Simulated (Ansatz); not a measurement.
`CB(C)Cl` + PH₃ → `C[B-](C)([PH3+])Cl`  (adduct formation)

Computed with Ansatz on PBE0-D4/def2-TZVP structures; ΔE is electronic, products minus reactants. CBS: MP2 limit from def2 TZ/QZ plus the TZ coupled-cluster correction, frozen cores. This one scheme is used for every species. DFT in def2-TZVPP. B3LYP here is the variant with VWN-RPA as its local correlation; programs differ in this. HSE06 is defined as in plane-wave codes. Each species was taken in one conformer, which may not be the lowest.

```tsv
level	ΔE (kJ/mol)
revPBE-D4	-38.0
HSE06-D4	-33.6
CAM-B3LYP-D4	-16.0
B3LYP	6.8
```

Q: What does CCSD(T)/CBS give? (Best estimate.)

A: The calculation gave: -24.0 kJ/mol. The listed levels differ from it by -14.0, -9.6, 8.0, 30.8 kJ/mol.

Largest T1 diagnostic among the species: 0.013.

The D4 term adds −24.7 kJ/mol with B3LYP and −13.3 kJ/mol with PBE0; it sums over pairs of atoms, weighted by their polarisabilities, and B3LYP, whose exchange is more repulsive, gets the larger term. Leaving LDA and LC-ωPBE aside and taking each functional with its dispersion term where it has one, the values, not all of them listed here, spread over 33.3 kJ/mol, from revPBE-D4 to B97M-V. LDA lies −37.4 kJ/mol from PBE without D4. In def2-TZVPP, CCSD(T) changes the Hartree–Fock value by −46.6 kJ/mol (the triples alone add −7.8 kJ/mol) and MP2 by −61.8 kJ/mol.
